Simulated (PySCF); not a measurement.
ClGe, SMILES [Cl][Ge] (connectivity only; charge and spin as stated), charge +1, multiplicity 1. Geometry: B3LYP-D3(BJ)/def2-TZVP. The spin state was assumed, not searched.

Method: B3LYP-D3(BJ)/def2-TZVP (PySCF).

Harmonic wavenumbers (cm⁻¹): 493. Rotational constants (GHz): 4.918 (linear); symmetry number 1.

Problem. Work out the zero-point energy and the ideal-gas rigid-rotor harmonic-oscillator thermochemistry at 298.15 K and 1 atm.

Solution. ZPE = ½ Σ hcν = ½ × 493 cm⁻¹ = 2.95 kJ/mol. H − E(el) = 12.23 kJ/mol. Entropy in J/(mol K): translation 167.15, rotation 67.69, vibration 2.83, total 237.67. G − E(el) = -58.63 kJ/mol. Cp = 34.39 J/(mol K).
